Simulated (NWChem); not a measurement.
Molecule: C₄H₆; SMILES C=C=CC

Computed with NWChem. Medium grid unless said otherwise, to which SCAN and Minnesota functionals are sensitive. All runs use the structure optimised with PBE0/def2-SVP.

**Question.** Order these by “highest occupied level (eV)”, lowest first: r2SCAN/def2-SVP; CAM-B3LYP/def2-SVP; PW6B95/def2-SVP; B3LYP/def2-SVP; BLYP/def2-SVP.

**Answer.** CAM-B3LYP/def2-SVP (-8.43), PW6B95/def2-SVP (-7.22), B3LYP/def2-SVP (-6.88), r2SCAN/def2-SVP (-6.18), BLYP/def2-SVP (-5.76)
